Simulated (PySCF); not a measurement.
H₆BNO₂Si, SMILES B([SiH2]N)(O)O, singlet (GFN2-xTB optimised geometry):

```
11

N      1.611    -1.149     0.000
Si    -0.133    -1.149     0.000
B     -0.664     0.748     0.000
O      0.134     1.770     0.432
O     -1.897     1.094    -0.429
H      2.086    -0.642    -0.732
H      2.077    -2.035     0.124
H     -0.420    -1.896     1.238
H     -0.712    -1.983    -1.075
H      0.999     1.519     0.750
H     -2.086     2.035    -0.378
```

Calculation: PBE/def2-TZVP in PySCF.

**Question.** What are the frontier orbital energies and the dipole moment?

**Answer.** HOMO-2 -7.74 eV, HOMO-1 -7.04 eV, HOMO -5.92 eV, LUMO -1.27 eV, LUMO+1 -0.28 eV; dipole moment 1.83 D.

Meta-Löwdin charges at PBE/def2-TZVP: N1 -0.73, Si2 0.54, B3 0.21, O4 -0.49, O5 -0.48, H6 0.22, H7 0.23, H8 -0.09, H9 -0.11, H10 0.36, H11 0.34.
